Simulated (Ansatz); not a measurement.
Relaxation of BrCl$_{4}$FH$_{2}$W (9 atoms, charge 0, multiplicity 1), to a largest force component of 0.03 eV/Å in at most 50 steps.

The calculation used Ansatz 0.2.0, RKS PBE/def2-SVP.

```xyz
9
Properties=species:S:1:pos:R:3
W -0.098 -0.009 -0.153
F -0.054 0.116 1.711
H 1.547 -0.345 -0.339
Cl 0.653 2.157 -0.075
Cl -2.296 -0.632 -0.559
Cl 0.282 -2.294 0.215
Cl 0.198 0.014 -2.453
Br -2.478 2.149 1.838
H -1.405 1.463 2.635
```

Task: Where does it end, and by what steps?

Result: It converged. The force dipped under the threshold on the way, but the program's further checks kept it going. After 29 steps the energy has fallen by 0.253 eV; Cl7 moved furthest, 0.82 Å.

| step | energy less start (eV) | largest force component (eV/Å) | accepted |
| --- | --- | --- | --- |
| 0 | 0.0000 | 1.004 | yes |
| 2 | -0.1466 | 0.198 | yes |
| 4 | -0.1832 | 0.115 | yes |
| 6 | -0.2076 | 0.282 | yes |
| 8 | -0.2310 | 0.318 | yes |
| 10 | -0.2441 | 0.062 | yes |
| 12 | -0.2462 | 0.043 | yes |
| 14 | -0.2473 | 0.016 | yes |
| 16 | -0.2491 | 0.069 | yes |
| 18 | -0.2503 | 0.075 | yes |
| 20 | -0.2510 | 0.029 | yes |
| 22 | -0.2517 | 0.050 | yes |
| 24 | -0.2522 | 0.079 | yes |
| 26 | -0.2528 | 0.065 | yes |
| 28 | -0.2532 | 0.036 | yes |
| 29 | -0.2534 | 0.022 | yes |

```xyz
9
Properties=species:S:1:pos:R:3
W 0.029 -0.155 -0.108
F -0.261 0.040 1.769
H 1.447 -0.468 -0.954
Cl 1.256 1.768 0.240
Cl -2.142 -0.964 -0.309
Cl 0.735 -2.291 0.373
Cl -0.315 0.627 -2.260
Br -2.612 2.558 1.770
H -1.787 1.503 2.300
```

Time of the run: 100 s on 4 threads of Arm Neoverse V1, with other jobs on the host, peak memory 0.28 GiB.
